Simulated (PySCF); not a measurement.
HLiO, triplet, geometry from GFN2-xTB (such geometries of metal compounds can be far from the true shape) (a higher spin typed on purpose: for a closed-shell molecule this is an excited state); B3LYP/cc-pVTZ in PySCF.

The PySCF input:
```python
from pyscf import gto, scf, dft

mol = gto.Mole()
mol.atom = '''
    Li   -1.03425496   -0.89063491   -0.88776834
    O     0.27603776    0.23786229    0.23944203
    H     0.89446277    0.76900642    0.74776881
'''
mol.basis = 'cc-pvtz'
mol.spin = 2
mol.verbose = 4
mol.build()

mf = dft.UKS(mol)
mf.xc = 'b3lyp'
mf.grids.atom_grid = (75, 302)
mf.kernel()
```

What the program printed (banner, timings and long lists left out):

```
PySCF version 2.14.0

[INPUT] verbose = 4
[INPUT] num. atoms = 3
[INPUT] num. electrons = 12
[INPUT] charge = 0
[INPUT] spin (= nelec alpha-beta = 2S) = 2
[INPUT] symmetry False subgroup None
[INPUT] Mole.unit = angstrom
[INPUT] Symbol           X                Y                Z      unit          X                Y                Z       unit  Magmom
[INPUT]  1 Li    -1.034254960000  -0.890634910000  -0.887768340000 AA   -1.954458617373  -1.683056056877  -1.677639024660 Bohr   0.0
[INPUT]  2 O      0.276037760000   0.237862290000   0.239442030000 AA    0.521635766438   0.449494583462   0.452479859410 Bohr   0.0
[INPUT]  3 H      0.894462770000   0.769006420000   0.747768810000 AA    1.690289663920   1.453211521832   1.413078255392 Bohr   0.0

nuclear repulsion = 11.0839890910513
number of shells = 24
number of NR pGTOs = 101
number of NR cGTOs = 74
basis = cc-pvtz
ecp = {}

******** <class 'pyscf.dft.uks.UKS'> ********
method = UKS
initial guess = minao
damping factor = 0
level_shift factor = 0
DIIS = <class 'pyscf.scf.diis.CDIIS'>
diis_start_cycle = 1
diis_space = 8
diis_damp = 0
SCF conv_tol = 1e-09
SCF conv_tol_grad = None
SCF max_cycles = 50
direct_scf = True
direct_scf_tol = 1e-13
number electrons alpha = 7  beta = 5
XC library pyscf.dft.libxc version 7.1.2
    S. Lehtola, C. Steigemann, M. J. T. Oliveira, and M. A. L. Marques,  SoftwareX 7, 1–5 (2018)
XC functionals = b3lyp
    P. J. Stephens, F. J. Devlin, C. F. Chabalowski, and M. J. Frisch,  J. Phys. Chem. 98, 11623 (1994)
radial grids:
    Treutler-Ahlrichs [JCP 102, 346 (1995); DOI:10.1063/1.469408] (M4) radial grids

becke partition: Becke, JCP 88, 2547 (1988); DOI:10.1063/1.454033
pruning grids: <function nwchem_prune>
grids dens level: 3
symmetrized grids: False
atomic radii adjust function: <function treutler_atomic_radii_adjust>
User specified grid scheme (75, 302)
small_rho_cutoff = 0
Set gradient conv threshold to 3.16228e-05
tot grids = 42648
init E= -83.1996240955517

cycle= 1 E= -83.2452461097751  delta_E= -0.0456  |g|= 0.229  |ddm|= 0.825

cycle= 2 E= -83.2441357401786  delta_E= 0.00111  |g|= 0.249  |ddm|= 0.301

cycle= 3 E= -83.2655476972999  delta_E= -0.0214  |g|= 0.0312  |ddm|= 0.147

cycle= 4 E= -83.265894322474  delta_E= -0.000347  |g|= 0.00662  |ddm|= 0.0315

cycle= 5 E= -83.2659160950546  delta_E= -2.18e-05  |g|= 0.000743  |ddm|= 0.00755

cycle= 6 E= -83.2659167110054  delta_E= -6.16e-07  |g|= 0.000172  |ddm|= 0.00113

cycle= 7 E= -83.2659167490899  delta_E= -3.81e-08  |g|= 2.31e-05  |ddm|= 0.000328

cycle= 8 E= -83.2659167497362  delta_E= -6.46e-10  |g|= 3.96e-06  |ddm|= 4.86e-05

Extra cycle  E= -83.2659167497547  delta_E= -1.85e-11  |g|= 1.39e-06  |ddm|= 9.39e-06
converged SCF energy = -83.2659167497547  <S^2> = 2.0023299  2S+1 = 3.0015529
```
